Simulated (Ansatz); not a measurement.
Ideal-gas functions of C$_{4}$HIO$_{3}$, SMILES `O=C1C=C(I)C(=O)O1` at 800 K and 1 bar, from an Ansatz frequency run at PBE0-D4/def2-TZVP.

Molar mass 223.95 g/mol, point group Cs (symmetry number 1), electronic degeneracy 1, moments of inertia 154.895, 786.176, 941.071 u Å². Harmonic wavenumbers (cm⁻¹, unscaled): 128, 152, 168, 263, 356, 434, 610, 662, 722, 744, 792, 904, 929, 972, 1083, 1247, 1292, 1655, 1879, 1941, 3274.

Use S(trans) = R[1.5 ln M + 2.5 ln T − 1.1517]; rotational temperatures θ = 24.2544 K / I; S(rot) = R[ln(√π/σ · √(T³/θAθBθC)) + 1.5]; for each mode x = 1.438777 ν̃/T, S = R[x/(eˣ − 1) − ln(1 − e⁻ˣ)] and H = RT x/(eˣ − 1); 1 cm⁻¹ = 0.0119627 kJ/mol; R = 8.31446 J/(mol·K).

Q: By hand: the entropy, in J/(mol·K).

A: Translation 196.9. Rotation: θ = 0.1566, 0.0309, 0.0258 K, giving 138.0. Vibration, mode by mode: 20.54, 19.12, 18.30, 14.62, 12.16, 10.58, 7.95, 7.34, 6.70, 6.49, 6.04, 5.13, 4.95, 4.65, 3.97, 3.15, 2.95, 1.76, 1.28, 1.17, 0.16, in all 159.0. Electronic 0.0. Sum 493.9 J/(mol·K).

Q: By hand: H − E and G − E in kJ/mol, counted from the electronic energy.

A: Zero-point energy ½ × 20207 × 0.0119627 = 120.9; thermal vibration 64.2; translation, rotation and pV give 4 RT = 26.6. H − E = 211.7 kJ/mol, and G − E = 211.7 − 800 × 493.9/1000 = -183.4 kJ/mol.

Vibration gives 32 % of the entropy, 20.5 J/(mol·K) of it from the mode under 150 cm⁻¹: soft modes count most, and the harmonic formula is weakest for them.
